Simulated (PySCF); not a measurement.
2-silylethylsilane (C2H10Si2), SMILES [SiH3]CC[SiH3].

Geometry: B3LYP-D3(BJ)/def2-SVP. One conformer was computed; it need not be the lowest.

Calculation: PySCF with TDDFT-LC-ωPBE/def2-SVPD.

Vertical excitations. The molecule is in vacuum. State labels are in the subgroup C2h.

Computed UV-visible absorptions:
```tsv
state	symmetry	energy (eV)	λ (nm)	f	main pairs
S1	Ag	7.98	155	0.000	HOMO→LUMO 77 %, HOMO→LUMO+2 17 %
S2	Ag	8.66	143	0.000	HOMO→LUMO+4 44 %, HOMO→LUMO+2 35 %, HOMO→LUMO 8 %
S3	Bu	8.70	143	0.245	HOMO→LUMO+3 78 %
T1	Ag	7.52	165	0	HOMO→LUMO 56 %, HOMO→LUMO+2 31 %
T2	Bu	8.00	155	0	HOMO→LUMO+3 68 %
T3	Ag	8.33	149	0	HOMO→LUMO+4 34 %, HOMO→LUMO+2 25 %, HOMO→LUMO 18 %
T4	Bg	8.39	148	0	HOMO−1→LUMO 33 %, HOMO−3→LUMO+3 24 %, HOMO−3→LUMO+6 10 %, HOMO−1→LUMO+2 7 %
```
Triplets are in the Tamm–Dancoff approximation, which puts them higher than full response would, so one can lie above its singlet here.
